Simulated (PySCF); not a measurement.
**Hf³⁺: fine-structure interval**

Hf³⁺ [Xe] 4f14 5d1 [5d3/2^1, M_J = 3/2] → Hf³⁺ [Xe] 4f14 5d1 [5d5/2^1, M_J = 5/2], as a difference of total energies. Calculation: PySCF 2.14, in x2c-SVPall-2c (7s9p9d2f, 93 functions); the two-component X2C-1e Hamiltonian. Correlated levels: [Kr] 4d10 4f14 frozen; the 32 highest virtual spinors dropped. "Screened" scales the spin-orbit matrix elements by Boettger's factors to mimic the two-electron term; Breit and QED terms are absent.

```
                    method  fine-structure interval (cm⁻¹)
 GHF (screened spin-orbit)                          5294.2
GMP2 (screened spin-orbit)                          5264.2
     GHF (bare spin-orbit)                          6172.4
```
